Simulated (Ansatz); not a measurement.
Total energies of CH$_{2}$BBrFN, SMILES `C=NB(F)Br`.

```xyz
7

C    -0.771   -0.900    0.629
N    -0.002   -0.326   -0.160
B     0.820    0.704   -0.559
F     2.134    0.647   -0.396
Br    0.076    2.217   -1.493
H    -1.242   -1.851    0.362
H    -1.015   -0.492    1.617
```

The species carries charge 0 and has multiplicity 1. Correlated methods include outer-core shells of Br, which these sets cover unevenly. Scalar relativity is left out up to krypton. Geometry: relaxed with PBE0-D4/def2-TZVP. It is one conformer, not always the lowest. Basis def2-TZVPP, the Gaussian-basis code of Ansatz.

RPA on PBE orbitals: Hartree–Fock energy of these orbitals -2790.15712 Eh, correlation -1.48646 Eh (frozen core).

```
             functional  energy without D4 (Eh)  D4 term (kJ/mol)
            LDA (SPW92)             -2787.83089                 –
                    PBE             -2792.46487             -14.3
                 revPBE             -2792.80914             -44.4
                   BLYP             -2793.08146             -31.8
                 r2SCAN             -2792.97505              -3.4
                 B97M-V             -2792.60564                 –
                   PBE0             -2792.56090             -12.1
                  B3LYP             -2793.13509             -23.2
                r2SCANh             -2792.96256              -3.7
                r2SCAN0             -2792.94516              -4.1
HSE06 (plane-wave form)             -2792.55504             -11.3
                  BHLYP             -2792.98988             -17.7
              CAM-B3LYP             -2793.14371             -12.3
                LC-ωPBE             -2792.59906                 –
                ωB97X-V             -2792.79303                 –
                ωB97M-V             -2792.89100                 –
                 B2PLYP             -2792.56690                 –
               PBE-QIDH             -2792.22012                 –
```

B3LYP takes the VWN-RPA correlation (the form of Gaussian; ORCA's B3LYP/G). HSE06 is the plane-wave form, built on full-range PBE exchange. The double hybrids freeze the cores in their second-order part.

LC-ωPBE has ω = 0.4 bohr⁻¹.
